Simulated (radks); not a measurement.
The nuclear charge of neutral iron is varied continuously with 26 electrons held in [Ar] 3d6 4s2. Calculated with a radial shooting solver on a logarithmic mesh with Libxc functionals: Dirac Kohn-Sham, PBEsol, spin-unpolarised, spherical densities, point nucleus; open shells are shared between the two j in proportion to 2j + 1. By the Hellmann-Feynman theorem dE/dZ = E(electron-nucleus)/Z, the electronic potential at the nucleus.

\begin{tabular}{lrrrrr}
Z & E (hartree) & E(electron-nucleus)/Z (hartree) & HOMO & e(HOMO) (eV) & <r> HOMO (bohr) \\ \hline
25.8 & -1247.99474 & -115.862 & 4s1/2 & -3.799 & 3.116 \\
26 & -1271.28829 & -117.073 & 4s1/2 & -5.310 & 2.976 \\
26.2 & -1294.82373 & -118.281 & 4s1/2 & -6.943 & 2.853 \\
26.4 & -1318.60058 & -119.487 & 4s1/2 & -8.689 & 2.744 \\
26.6 & -1342.61843 & -120.691 & 4s1/2 & -10.543 & 2.646 \\
26.8 & -1366.87697 & -121.894 & 4s1/2 & -12.500 & 2.557 \\
27 & -1391.37592 & -123.095 & 4s1/2 & -14.557 & 2.477 \\
\end{tabular}

The central difference of E at Z = 26 is -117.072 hartree, to compare with the third column; the second derivative is -6.05 hartree.
